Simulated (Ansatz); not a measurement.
Cartesian coordinates in Å:
```
N -0.588 0.498 1.462
Si -0.423 -0.545 0.123
O -1.520 -0.406 -1.096
C 1.294 -0.214 -0.572
Cl 1.342 1.488 -1.151
H -0.250 1.446 1.408
H -1.372 0.422 2.088
H -0.571 -1.945 0.579
H -1.519 0.421 -1.581
H 1.523 -0.845 -1.431
H 2.084 -0.322 0.170
```

The species carries charge 0 and has multiplicity 1.

(1) List the PBE/def2-TZVPP orbital energies in eV (the Gaussian-basis code of Ansatz). (Estimate.)

Answers

(1) Ansatz gave: Occupied: -2739.05, -1779.97, -510.10, -380.01, -270.08, -249.58, -190.36, -190.07, -190.07, -137.60, -94.35, -94.33, -94.32, -24.88, -21.36, -21.00, -16.55, -13.67, -12.31, -11.74, -11.03, -10.51, -9.69, -8.97, -8.24, -7.81, -7.25, -6.68, -6.24. Lowest empty: -0.83, 0.01, 0.45, 1.09, 1.59, 1.83, 2.06, 2.35.
